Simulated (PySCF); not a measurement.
Partial charges of `CN/N=C/C(C)C`

Compound: C5H12N2.
Z-matrix (Å and degrees, GFN2-xTB geometry), rows numbered from 1:
```
C 
N   1  1.4405
N   2  1.3384  1  116.14
C   3  1.2647  2  121.45  1   158.99
C   4  1.4952  3  120.56  2   174.04
C   5  1.5292  4  110.34  3   128.15
C   5  1.5314  4  109.68  3  -109.78
H   1  1.0897  2  109.08  3   155.88
H   1  1.0877  2  107.52  3    37.31
H   1  1.0971  2  113.09  3   -82.70
H   2  1.0220  1  115.71  3   143.40
H   4  1.0984  3  122.45  2    -3.98
H   5  1.0936  4  107.70  3     8.72
H   6  1.0886  5  110.45  4    61.92
H   6  1.0878  5  110.47  4   -58.16
H   6  1.0876  5  110.37  4  -178.18
H   7  1.0885  5  110.46  4   -59.95
H   7  1.0874  5  110.27  4    59.97
H   7  1.0877  5  110.36  4  -179.94
```

Density: PBE0/pcSseg-1 (PySCF); schemes: Mulliken, IAO, Hirshfeld and ESP-fitted. One conformer (not necessarily the lowest) at the GFN2-xTB geometry, without solvent, vibrations or thermal averaging.

**Question.** Give the atomic charges in each scheme.

**Answer.** In e; atoms taken as equivalent share a row and are averaged (×n: the atom named and its like, n in all):

```
     atom                    environment  Mulliken     IAO  Hirshfeld  ESP-fitted
       C1                N-methyl carbon    -0.071  -0.303     -0.073      -0.096
       N2  nitrogen bonded to C, N and H    -0.337  -0.248     -0.092      -0.275
       N3                   C=N nitrogen    -0.217  -0.170     -0.101      -0.348
       C4                     C=N carbon    +0.075  -0.059     -0.003      +0.081
       C5                  sp3 CH carbon    -0.344  -0.100     -0.025      +0.462
    C6/C7                  methyl carbon    -0.218  -0.418     -0.120      -0.510
H8/H9/H10                methyl hydrogen    +0.109  +0.144     +0.042      +0.078
      H11                   N–H hydrogen    +0.163  +0.224     +0.113      +0.279
      H12       hydrogen on a C=N carbon    +0.058  +0.091     +0.030      +0.036
      H13               methine hydrogen    +0.122  +0.145     +0.038      -0.047
 H14 (×6)                methyl hydrogen    +0.110  +0.137     +0.038      +0.116
```

Mean size of the charges over all atoms: ESP-fitted 0.188 e, IAO 0.181 e, Mulliken 0.148 e, Hirshfeld 0.056 e. Each set sums to the total charge, 0, to within 0.001 e. The Mulliken scheme counts on each atom the diagonal of the density matrix times the overlap matrix over that atom's basis functions. The ESP scheme is a least-squares fit of atom-centred charges to the potential on four shells outside the van der Waals surface, with the total charge fixed.

Some averages cover members that differ in this geometry: C6/C7, ESP-fitted -0.547 to -0.473; H8/H9/H10, IAO +0.121 to +0.166; H8/H9/H10, ESP-fitted +0.056 to +0.098; H14 (×6), ESP-fitted +0.095 to +0.136 e.

Lowest charge. The schemes don't all agree: Mulliken C5 (-0.344); IAO C6/C7 (-0.418); Hirshfeld C6/C7 (-0.120); ESP-fitted C6/C7 (-0.510).

Highest charge. The schemes don't all agree: Mulliken H11 (+0.163); IAO H11 (+0.224); Hirshfeld H11 (+0.113); ESP-fitted C5 (+0.462).

**Question.** How many electrons does the Mulliken scheme count on C6?

**Answer.** Its own charge is -0.221 e, so Z − q = 6.221.

**Question.** How closely do the schemes follow one another over all atoms?

**Answer.** Correlation coefficient and root-mean-square difference: IAO with Hirshfeld 0.97, 0.143 e; Mulliken with Hirshfeld 0.87, 0.116 e; Mulliken with IAO 0.84, 0.111 e; Hirshfeld with ESP-fitted 0.80, 0.195 e; IAO with ESP-fitted 0.76, 0.161 e; Mulliken with ESP-fitted 0.50, 0.217 e.

**Question.** Sum the charges by element.

**Answer.** 
| element | atoms | Mulliken | IAO | Hirshfeld | ESP-fitted |
| --- | --- | --- | --- | --- | --- |
| C | 5 | -0.776 | -1.298 | -0.340 | -0.572 |
| N | 2 | -0.554 | -0.418 | -0.193 | -0.623 |
| H | 12 | +1.330 | +1.717 | +0.533 | +1.195 |
